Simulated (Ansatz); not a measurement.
The cluster B4H⁺, relaxed as a singlet with RKS r2SCAN-D4/def2-TZVP in Ansatz, starting from the GFN2-xTB geometry. Force threshold 0.02 eV/Å.

The restricted singlet is unstable: a solution with broken spin symmetry lies lower. At r2SCAN-D4/def2-TZVP a triplet of charge 1 lies 0.33 eV below the restricted singlet, each at its own geometry. The structure comes from a short search, and lower isomers may exist.

Start:

```xyz
5

B     0.3914    1.3948   -0.9828
B    -0.7389    0.5260   -0.4567
B    -0.1809   -0.6427    0.4537
B     0.9676    0.2883   -0.1151
H    -0.4392   -1.5663    1.1010
```

Task: Estimate the energy that the relaxation releases and the steps that it takes.

Result: 7.9 kJ/mol, in 4 steps; 3.8 s on 4 threads of Arm Neoverse V1 on a shared host. No frequencies were taken in this run, so the end may be a saddle point.

Task: Does the start keep its bonding and symmetry?

Result: By distances, no bond broke or formed. The bond that changes most is B2–B4, from 1.76 to 1.86 Å (atoms count from 1). Point group C2v at the start, C2v at the end, both within 0.05 Å.

Task: Predict the relaxed structure.

Result: 
```xyz
5

B     0.392    1.396   -0.983
B    -0.787    0.535   -0.469
B    -0.178   -0.633    0.446
B     1.017    0.283   -0.107
H    -0.443   -1.581    1.113
```
Bond lengths: 5 × B–B 1.55 to 1.86 Å; 1 × B–H 1.19 Å.
